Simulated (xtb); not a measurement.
hydrogen chloride (HCl), singlet, geometry from GFN2-xTB, atoms displaced at random by about 0.06 Å a coordinate; GFN2-xTB in xtb 6.7.1.

The xtb input:
```
$ xtb mol.xyz --gfn 2 --chrg 0 --uhf 0 --ohess --json

# file mol.xyz
2

Cl     0.04263601    -0.05852321    -0.09154557
H     -0.00732596     0.05148538     1.18148421
```

What the program printed (banner, timings and long lists left out):

```
   ID    Z sym.   atoms
    1   17 Cl     1
    2    1 H      2

           -------------------------------------------------
          |                Calculation Setup                |
           -------------------------------------------------

           -------------------------------------------------
          |                 G F N 2 - x T B                 |
           -------------------------------------------------

          ...................................................
          :                      SETUP                      :
          :.................................................:
          :  # basis functions                  11          :
          :  # atomic orbitals                  10          :
          :  # shells                            4          :
          :  # electrons                         8          :
          :  max. iterations                   250          :
          :  Hamiltonian                  GFN2-xTB          :
          :  restarted?                      false          :
          :  GBSA solvation                  false          :
          :  PC potential                    false          :
          :  electronic temp.          300.0000000     K    :
          :  accuracy                    1.0000000          :
          :  -> integral cutoff          0.2500000E+02      :
          :  -> integral neglect         0.1000000E-07      :
          :  -> SCF convergence          0.1000000E-05 Eh   :
          :  -> wf. convergence          0.1000000E-03 e    :
          :  Broyden damping             0.4000000          :
          :  net charge                          0          :
          :  unpaired electrons                  0          :
          ...................................................

 iter      E             dE          RMSdq      gap      omega  full diag
   1     -5.0570484 -0.505705E+01  0.378E+00    9.14       0.0  T
   2     -5.0587110 -0.166255E-02  0.238E+00    8.99       1.0  T
   3     -5.0593775 -0.666471E-03  0.874E-01    8.90       1.0  T
   4     -5.0596378 -0.260360E-03  0.433E-01    8.99       1.0  T
   5     -5.0599116 -0.273746E-03  0.555E-02    9.15       1.3  T
   6     -5.0599146 -0.301577E-05  0.178E-02    9.16       4.0  T
   7     -5.0599147 -0.728203E-07  0.304E-03    9.16      23.3  T
   8     -5.0599147 -0.316815E-08  0.136E-04    9.16     521.6  T
   9     -5.0599147 -0.169731E-11  0.123E-05    9.16    5763.0  T

   *** convergence criteria satisfied after 9 iterations ***

         :::::::::::::::::::::::::::::::::::::::::::::::::::::
         ::                     SUMMARY                     ::
         :::::::::::::::::::::::::::::::::::::::::::::::::::::
         :: total energy              -5.052812263700 Eh    ::
         :: gradient norm              0.001075958471 Eh/a0 ::
         :: HOMO-LUMO gap              9.159446155476 eV    ::
         ::.................................................::
         :: SCC energy                -5.059914667971 Eh    ::
         :: -> isotropic ES            0.011793479364 Eh    ::
         :: -> anisotropic ES         -0.003407791961 Eh    ::
         :: -> anisotropic XC         -0.004773504625 Eh    ::
         :: -> dispersion             -0.000100271231 Eh    ::
         :: repulsion energy           0.007102404271 Eh    ::
         :: add. restraining           0.000000000000 Eh    ::
         :: total charge               0.000000000000 e     ::
         :::::::::::::::::::::::::::::::::::::::::::::::::::::

      -----------------------------------------------------------
     |                   =====================                   |
     |                        A N C O P T                        |
     |                   =====================                   |
     |               Approximate Normal Coordinate               |
     |                Rational Function Optimizer                |
[...]
 * total energy  :    -5.0528123 Eh     change       -0.1705303E-12 Eh
 * total energy  :    -5.0528134 Eh     change       -0.1132402E-05 Eh
   *** GEOMETRY OPTIMIZATION CONVERGED AFTER 2 ITERATIONS ***
         :: total energy              -5.052813396102 Eh    ::
[...]

           -------------------------------------------------
          |               Frequency Printout                |
           -------------------------------------------------
 vibrational frequencies (cm⁻¹)
eigval :        0.00     0.00     0.00     0.00     0.00  2507.71
 reduced masses (amu)
   1: 34.50   2: 34.50   3: 34.50   4:  1.96   5:  1.96   6:  1.96
 IR intensities (km·mol⁻¹)
   1:  0.00   2:  0.00   3:  0.00   4: 29.22   5: 29.18   6:146.83
 Raman intensities (Ä⁴*amu⁻¹)
   1:  0.00   2:  0.00   3:  0.00   4:  0.00   5:  0.00   6:  0.00
 output can be read by thermo (or use thermo option).
 writing <g98.out> molden fake output.
 recommended (thermochemical) frequency scaling factor: 1.0
           -------------------------------------------------
          |             Thermodynamic Functions             |
           -------------------------------------------------

cin symmetry found (for desy threshold:  0.10E+00) used in thermo

          ...................................................
          :                      SETUP                      :
          :.................................................:
          :  # frequencies                           1      :
          :  # imaginary freq.                       0      :
          :  linear?                              true      :
          :  only rotor calc.                    false      :
          :  symmetry                              cin      :
          :  rotational number                       1      :
          :  scaling factor                  1.0000000      :
          :  rotor cutoff                   50.0000000 cm⁻¹ :
          :  imag. cutoff                  -20.0000000 cm⁻¹ :
          :.................................................:

    mode    ω/cm⁻¹     T·S(HO)/kcal·mol⁻¹    T·S(FR)/kcal·mol⁻¹   T·S(vib)
   ------------------------------------------------------------------------
   ------------------------------------------------------------------------

   temp. (K)  partition function   enthalpy   heat capacity  entropy
                                   cal/mol     cal/K/mol   cal/K/mol   J/K/mol
 298.15  VIB   1.00                    0.040      0.002      0.000
         ROT   19.7                  592.502      1.987      7.907
         INT   19.7                  592.541      1.989      7.907
         TR   0.213E+27             1481.254      4.968     36.694
         TOT                        2073.7953     6.9570    44.6009   186.6102

       T/K    H(0)-H(T)+PV         H(T)/Eh          T*S/Eh         G(T)/Eh
   ------------------------------------------------------------------------
    298.15    0.330480E-02    0.901780E-02    0.211913E-01   -0.121735E-01
   ------------------------------------------------------------------------

         :::::::::::::::::::::::::::::::::::::::::::::::::::::
         ::                  THERMODYNAMIC                  ::
         :::::::::::::::::::::::::::::::::::::::::::::::::::::
         :: total free energy          -5.064986925416 Eh   ::
         ::.................................................::
         :: total energy               -5.052813396102 Eh   ::
         :: zero point energy           0.005712993332 Eh   ::
         :: G(RRHO) w/o ZPVE           -0.017886522647 Eh   ::
         :: G(RRHO) contrib.           -0.012173529314 Eh   ::
         :::::::::::::::::::::::::::::::::::::::::::::::::::::

optimized geometry written to: xtbopt.xyz

           -------------------------------------------------
          | TOTAL ENERGY               -5.052813396102 Eh   |
          | TOTAL ENTHALPY             -5.043795599605 Eh   |
          | TOTAL FREE ENERGY          -5.064986925416 Eh   |
          | GRADIENT NORM               0.000324754089 Eh/α |
          | HOMO-LUMO GAP               9.172291745068 eV   |
           -------------------------------------------------

normal termination of xtb
```
